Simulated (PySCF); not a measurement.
## Zn: ionisation energy

Zn [Ar] 3d10 4s2 → Zn⁺ [Ar] 3d10 4s1 [4s1/2^1, M_J = 1/2], as a difference of total energies. All numbers are calculated (PySCF 2.14, the two-component X2C-1e Hamiltonian, in x2c-SVPall-2c). Correlated levels: [Ne] frozen; the 6 highest virtual spinors dropped. "Screened" scales the spin-orbit matrix elements by Boettger's factors to mimic the two-electron term; Breit and QED terms are absent.

```tsv
method	ionisation energy (eV)
GHF (screened spin-orbit)	7.786
GMP2 (screened spin-orbit)	8.783
```

Task: How much does correlation contribute at GMP2 (screened spin-orbit)?

Result: 8.783 − (7.786) = 0.997 eV, measured against GHF (screened spin-orbit).

Errors of the correlated levels include the incompleteness of this basis and the frozen core.

MP2 underrates the near-degeneracy of ns² with np² in the lower species.

For comparison: 9.394 eV (measured; NIST Atomic Spectra Database, ionization energies).
